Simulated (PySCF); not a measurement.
**Does the structure fit the spectrum?**

A compound C₄H₁₁OPSi gives the data below (simulated from a calculation) and was assigned the structure `O=P1(C[SiH3])CCC1`.

13C{1H} NMR (computed): δ 49.2 (CH), 40.5 (CH2), 12.5 (CH3), 8.6 (CH).

1H NMR (300 MHz, computed): δ 7.42 (m, 1H), 3.89 (d, 3H), 2.64 (m, 1H), 2.50 (m, 1H), 2.43 (m, 1H), 1.44 (m, 3H), 1.24 (m, 1H).

- σ from GIAO-PBE0/pcSseg-1
- geometry: GFN2-xTB
- run in PySCF 2.14
- averaged over atoms made equivalent by symmetry, fast rotation or ring inversion, non-relativistic Hamiltonian, no solvent, one conformer

References, each an isolated molecule treated in the same way: TMS for 1H (σref 31.72) and 13C (σref 186.93).

Task: Compare with the shifts computed for the proposed structure, pairing carbons in order of shift.

Result: Mapped SMILES: `[O:1]=[P:2]1([CH2:3][SiH3:4])[CH2:5][CH2:6][CH2:7]1`. Hydrogens are named by the atom that carries them.

```tsv
atom	computed for proposal	given list	difference
C5	41.9	49.2	-7.3
C7	41.9	40.5	+1.4
C3	12.9	12.5	+0.4
C6	10.4	8.6	+1.8
```

The rms difference is 3.8 ppm and the largest -7.3 ppm at C5 (sp3 CH2 bonded to P). The proposal also would give 3 carbon signals, not 4. The carbon types in order of shift don't match either: CH2, CH2, CH2, CH2 for the proposal against CH, CH2, CH3, CH in the data. The proposal doesn't fit.

Task: Which isomer fits?

Result: `C[C@@H]1[C@H]([SiH3])C[P@@H]1=O`.

1. δC 12.5: methyl carbon; a saturated carbon with 1 carbon neighbour and no heteroatom attached.
2. δC 8.6: sp3 CH bonded to Si; an electropositive neighbour leaves it electron-rich and shielded.
3. δH 7.42: hydrogen on a phosphorus bonded to 2 C, O, in a 4-membered ring.
4. δH 1.24: hydrogen on an sp3 CH bonded to Si.

The shifts were computed for this structure.

Splittings by 31P in the carbon and heteronuclear signals aren't shown, as no couplings were computed. Shifts are as computed. Against solution values, carbons near 30 ppm lie about +3 ppm off and those near 130 ppm about +5 ppm. Of 1211 compounds with measured shifts, 218 miss one by over three times the rms of a fit or turn the order of signals round; such compounds aren't used in these exercises. Multiplicities follow the n + 1 count of equivalent neighbours, as no J values were calculated; m marks all less simple cases, F and P coupling included.
